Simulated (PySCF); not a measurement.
# How methods differ on the interval between two levels of K

K [Ar] 4s1 [2S1/2, M_J = 1/2] → K [Ar] 4p1 [2P3/2, M_J = 3/2], as a difference of total energies. Calculation: PySCF 2.14, in x2c-TZVPall-2c with one added diffuse shell each of s, p, d type (7s7p4d, 48 functions); the two-component X2C-1e Hamiltonian. Correlated levels: [Ne] frozen. "Screened" scales the spin-orbit matrix elements by Boettger's factors to mimic the two-electron term; Breit and QED terms are absent.

```tsv
method	interval between two levels (cm⁻¹)
GHF (spin-free)	12088
GMP2 (spin-free)	13225
GHF (screened spin-orbit)	12106
GMP2 (screened spin-orbit)	13247
```

Errors of the correlated levels include the incompleteness of this basis and the frozen core.

For comparison: 13043 cm⁻¹ (measured; NIST Handbook of Basic Atomic Spectroscopic Data (Sansonetti and Martin, J. Phys. Chem. Ref. Data 34, 1559 (2005))).
